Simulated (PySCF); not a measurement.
# Exercise with solution: entropy of an ideal gas

NO3, SMILES [O]N([O])[O] (connectivity only; charge and spin as stated), neutral, multiplicity 2.

Geometry optimised at PBE-D3(BJ)/def2-TZVP.

PySCF with PBE-D3(BJ)/def2-TZVP gives the harmonic wavenumbers 489, 489, 773, 1083, 1232, 1232 cm⁻¹ and the rotational temperatures 0.6530, 0.6530, 0.3265 K. The molar mass is 62.00 g/mol, the symmetry number 6, the spin multiplicity 2.

Question: Work out the entropy at 298.15 K and 1 atm in the rigid-rotor, harmonic-oscillator model.

Answer: 
Translation (Sackur–Tetrode at 1 atm): S = R[1.5 ln M + 2.5 ln T − 1.16487] = 160.2 J/(mol K).
Rotation: q = (√π/σ) T^1.5/√(θA θB θC) = 4080, S = R[ln q + 3/2] = 81.6 J/(mol K).
Vibration: with u = 1.4388 ν/T, each mode gives R[u/(e^u − 1) − ln(1 − e^−u)]:
```json
[
 {"ν (cm⁻¹)": "489", "modes": "2", "u": "2.36", "S (J/(mol K))": "5.74"},
 {"ν (cm⁻¹)": "773", "modes": "1", "u": "3.73", "S (J/(mol K))": "0.96"},
 {"ν (cm⁻¹)": "1083", "modes": "1", "u": "5.23", "S (J/(mol K))": "0.28"},
 {"ν (cm⁻¹)": "1232", "modes": "2", "u": "5.95", "S (J/(mol K))": "0.30"}
]
```
These are all the modes. Sum 7.3 J/(mol K).
Spin: R ln 2 = 5.8 J/(mol K).
Total 254.9 J/(mol K); the program's own thermochemistry gives 254.9. Translation makes up 63 % and vibration 3 %. Anharmonicity, hindered rotation and orbital degeneracy are left out.
